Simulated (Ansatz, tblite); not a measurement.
Cost and result up the ladder for InBr3 (4 atoms). Charge 0, multiplicity 1. Geometry: PBE0-D4/def2-SVP.

```tsv
atom	x (Å)	y (Å)	z (Å)
In1	0.000	0.000	0.000
Br2	-0.989	-1.959	1.107
Br3	2.165	0.879	0.761
Br4	-1.177	1.080	-1.868
```

Ansatz on 2 threads of Arm Neoverse V2 on a shared host; xTB runs through tblite on one thread. Times are rough, summed over both states, and most runs start from the orbitals of an earlier one. PBE0-D4/def2-TZVP serves as the yardstick here, not as an exact answer. The other state is a triplet.

In the def2 sets In takes a core potential; there is no spin–orbit coupling. The xTB rows come from tblite.

xTB has no spin-polarisation term.

```
                         level  functions  wall time
                      GFN1-xTB         36    0.008 s
                      GFN2-xTB         36     0.01 s
PBE-D4/def2-TZVP (with forces)        194       17 s
             PBE0-D4/def2-TZVP        194       32 s
           r2SCAN-D4/def2-TZVP        194       35 s
```

(1) Estimate what each level gives for the vertical triplet (eV).

Answers

(1) 
```csv
level,vertical triplet (eV),difference from PBE0-D4/def2-TZVP (eV)
GFN1-xTB,3.79,-0.34
GFN2-xTB,3.02,-1.12
PBE-D4/def2-TZVP (with forces),3.55,-0.59
PBE0-D4/def2-TZVP,4.14,0.00
r2SCAN-D4/def2-TZVP,3.85,-0.28
```
